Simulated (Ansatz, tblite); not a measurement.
Cost and result up the ladder for Ag₂H₃⁻ (5 atoms). Total charge -1; singlet. Geometry: r2SCAN-D4/def2-TZVPD.

```xyz
5

Ag   -0.909    0.096   -1.085
Ag    0.936    0.127    1.060
H     1.784   -0.650    2.247
H     0.135    1.139   -0.132
H    -1.945   -0.712   -2.089
```

Ansatz on 4 threads of Arm Neoverse V1 on a shared host; xTB runs through tblite on one thread. Times are rough, summed over both states, and most runs start from the orbitals of an earlier one. PBE-QIDH/def2-TZVPD serves as the yardstick here, not as an exact answer. The other state is a quintet at its own geometry.

In the def2 sets Ag takes a core potential; there is no spin–orbit coupling. The xTB rows come from tblite. LC-ωPBE has ω = 0.4 bohr⁻¹. Correlated methods freeze no core orbitals; core or outer-core shells of Ag are correlated, in sets that lack core-valence functions. The structure comes from a short search, and lower isomers may exist.

xTB has no spin-polarisation term.

```json
{"level": "GFN1-xTB", "functions": "24", "wall time": "0.005 s"}
{"level": "GFN2-xTB", "functions": "21", "wall time": "0.005 s"}
{"level": "LDA (SPW92)/def2-TZVPD", "functions": "107", "wall time": "1.4 s"}
{"level": "revPBE-D4/def2-TZVPD", "functions": "107", "wall time": "2.5 s"}
{"level": "PBE-D4/def2-TZVPD (with forces)", "functions": "107", "wall time": "2.6 s"}
{"level": "LC-ωPBE/def2-TZVPD", "functions": "107", "wall time": "3.1 s"}
{"level": "PBE0-D4/def2-TZVPD", "functions": "107", "wall time": "4 s"}
{"level": "RPA@PBE/def2-TZVPD", "functions": "107", "wall time": "4.4 s"}
{"level": "PBE-QIDH/def2-TZVPD", "functions": "107", "wall time": "4.8 s"}
{"level": "r2SCAN-D4/def2-TZVPD", "functions": "107", "wall time": "5.4 s"}
{"level": "r2SCANh-D4/def2-TZVPD", "functions": "107", "wall time": "5.8 s"}
```

**Question.** Estimate what each level gives for the quintet − singlet (eV).

**Answer.** 
```
                          level  quintet − singlet (eV)  difference from PBE-QIDH/def2-TZVPD (eV)                    remarks
                       GFN1-xTB                    6.85                                      0.80                          –
                       GFN2-xTB                    5.20                                     -0.84                          –
         LDA (SPW92)/def2-TZVPD                    5.88                                     -0.16  HOMO above zero (quintet)
           revPBE-D4/def2-TZVPD                    5.60                                     -0.44  HOMO above zero (quintet)
PBE-D4/def2-TZVPD (with forces)                    5.68                                     -0.36  HOMO above zero (quintet)
             LC-ωPBE/def2-TZVPD                    6.10                                      0.06                          –
             PBE0-D4/def2-TZVPD                    5.84                                     -0.20  HOMO above zero (quintet)
             RPA@PBE/def2-TZVPD                    5.83                                     -0.22                          –
            PBE-QIDH/def2-TZVPD                    6.04                                      0.00                          –
           r2SCAN-D4/def2-TZVPD                    5.56                                     -0.49  HOMO above zero (quintet)
          r2SCANh-D4/def2-TZVPD                    5.62                                     -0.42  HOMO above zero (quintet)
```
